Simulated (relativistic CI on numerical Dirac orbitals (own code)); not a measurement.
# Sensitivity of the levels of K¹⁰⁺ to α and to the nuclear radius

These numbers are calculated, not measured: Dirac-Coulomb-Breit CI, orbitals from a KLI potential per configuration, derivatives by finite differences, unscaled Slater integrals, QED left out (own radial code, finite nucleus).

CI space (outside the closed core 1s2): 2s2 2p5, 2s 2p6, 2s2 2p4 3s, 2s2 2p4 3p, 2p6 3s, 2p6 3p, 2s2 2p4 3d, 2p6 3d. Levels of other configurations are missing.

With x = (α/α₀)² − 1 an excitation energy changes as ω = ω₀ + qx; K = 2q/ω₀ is the relative enhancement. Terms are leading LS components, so labels can repeat. The field-shift factor is F = δν/δ⟨r²⟩ for the transition from the lowest level.

Lowest level 2s2 2p5 2P°_3/2.

```csv
Level,ω₀ (cm⁻¹),q (cm⁻¹),K,F (GHz/fm²)
2s2 2p5 2P°_1/2,23370,23580,2.02,0.00851
2s 2p6 2S_1/2,669556,32440,0.0969,-19.6
2s2 2p4 3s 4P_5/2,2633998,-6862,-0.00521,7.81
2s2 2p4 3s 4P_3/2,2646372,1940,0.00147,7.8
2s2 2p4 3s 4P_1/2,2655294,13460,0.0101,7.81
2s2 2p4 3s 2P_3/2,2665137,3648,0.00274,7.76
2s2 2p4 3s 2P_1/2,2679304,12820,0.00957,7.74
2s2 2p4 3s 2D_5/2,2723103,7177,0.00527,7.83
2s2 2p4 3s 2D_3/2,2723695,8112,0.00596,7.83
2s2 2p4 3p 4P°_5/2,2781685,-281.5,-0.000202,3.61
2s2 2p4 3p 4P°_3/2,2783865,-725.7,-0.000521,3.61
2s2 2p4 3p 4P°_1/2,2791783,9170,0.00657,3.62
2s2 2p4 3p 4D°_7/2,2795904,-225.1,-0.000161,3.62
2s2 2p4 3s 2S_1/2,2800762,14520,0.0104,7.15
2s2 2p4 3p 4D°_5/2,2801057,128.6,9.18e-05,3.63
2s2 2p4 3p 4D°_3/2,2810100,13990,0.00996,3.63
2s2 2p4 3p 4D°_1/2,2812801,15730,0.0112,3.62
2s2 2p4 3p 2P°_1/2,2816630,2899,0.00206,3.63
2s2 2p4 3p 2D°_5/2,2817802,14800,0.0105,3.63
2s2 2p4 3p 2P°_3/2,2824434,11640,0.00824,3.63
2s2 2p4 3p 4S°_3/2,2829170,13040,0.00922,3.64
2s2 2p4 3p 2D°_3/2,2833235,19600,0.0138,3.64
2s2 2p4 3p 2S°_1/2,2834112,16080,0.0114,3.63
```

At this charge energies of transitions that change n are usually good to better than 1 %, and those within a shell (Δn = 0) to a few per cent.
